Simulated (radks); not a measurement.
Task: Species: Pb+. Configuration: [Hg] 6p1 (the NIST ground configuration). All-electron calculation, Dirac Kohn-Sham, Slater X-alpha with alpha = 1.039, spin-unpolarised, spherical densities, finite nucleus; open shells fill j = l - 1/2 first; Fermi nuclear charge, rms radius 5.5012 fm. Program: a radial shooting solver on a logarithmic mesh with Libxc functionals.

Spin-orbit splittings of the eigenvalues, e(l+1/2) - e(l-1/2), with zeta = 2 splitting/(2l+1) and mean radii in bohr:

| shell | occ. | splitting (eV) | zeta (eV) | <r> j=l-1/2 | <r> j=l+1/2 |
|---|---|---|---|---|---|
| 2p | 6 | 2215 | 1477 | 0.05464 | 0.06356 |
| 3p | 6 | 496.5 | 331.0 | 0.1635 | 0.1797 |
| 3d | 10 | ? | ? | 0.1559 | 0.1608 |
| 4p | 6 | 122.4 | 81.61 | 0.3820 | 0.4161 |
| 4d | 10 | 23.10 | 9.241 | 0.4194 | 0.4303 |
| 4f | 14 | 5.340 | 1.526 | 0.4407 | 0.4467 |
| 5p | 6 | 23.49 | 15.66 | 0.8965 | 0.9854 |
| 5d | 10 | 2.874 | 1.150 | 1.222 | 1.264 |
| 6p | 1 | 2.340 | 1.560 | 2.552 | 2.845 |

Estimate the 3d splitting.

Result: 106.4 eV (zeta = 42.55 eV).
